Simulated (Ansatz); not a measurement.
Gas-phase electronic energies from Ansatz, PBE0-D4/def2-TZVP geometries. CCSD(T)/CBS is the MP2 limit (def2-TZVPP, def2-QZVPP) plus CCSD(T) − MP2 in def2-TZVPP, frozen cores. This one scheme is used for every species. DFT in def2-TZVPP. For Ge outer-core shells are correlated without core-valence functions, which leaves a few kJ/mol of doubt a bond. Scalar relativity is left out up to krypton. One conformer a species, not always the lowest.

Consider the ligand exchange at a Ge–S bond: `[SH][Ge]([SH])([Cl])[Cl]` + H–F → `[F][Ge]([SH])([Cl])[Cl]` + H₂S.

`[SH][Ge]([SH])([Cl])[Cl]`:

Z-matrix (Å, degrees):
```
Ge
S 1 2.194
Cl 1 2.143 2 109.0
S 1 2.194 2 107.3 3 123.0
Cl 1 2.143 2 113.2 3 -116.6
H 2 1.344 1 92.6 3 29.8
H 4 1.344 1 92.6 2 152.7
```

H–F:

```xyz
2

F     0.361    0.276   -0.071
H    -0.361   -0.276    0.071
```

`[F][Ge]([SH])([Cl])[Cl]`:

Cartesian coordinates in Å:
```
F 0.293 -1.827 0.182
Ge 0.066 -0.136 0.399
S 0.686 0.972 -1.374
Cl 1.272 0.445 2.036
Cl -1.992 0.080 0.860
H -0.325 0.466 -2.103
```

H₂S:

Z-matrix (Å, degrees):
```
S
H 1 1.341
H 1 1.341 2 92.3
```

| level | ΔE (kJ/mol) |
| --- | --- |
| LDA (SPW92) | -5.0 |
| r2SCAN0-D4 | -10.7 |

(1) What does CCSD(T)/CBS give? (An estimate is asked.)

Largest T1 diagnostic among the species: 0.011.

Answers

(1) Computed: -5.2 kJ/mol. The listed levels differ from it by 0.2, -5.5 kJ/mol.

The D4 term adds +11.1 kJ/mol with B3LYP and +6.1 kJ/mol with PBE0; it sums over pairs of atoms, weighted by their polarisabilities, and B3LYP, whose exchange is more repulsive, gets the larger term. Leaving LDA and LC-ωPBE aside and taking each functional with its dispersion term where it has one, the values, not all of them listed here, spread over 21.1 kJ/mol, from B97M-V to revPBE-D4. LDA lies +5.4 kJ/mol from PBE without D4.

B3LYP here is the variant with VWN-RPA as its local correlation; programs differ in this.
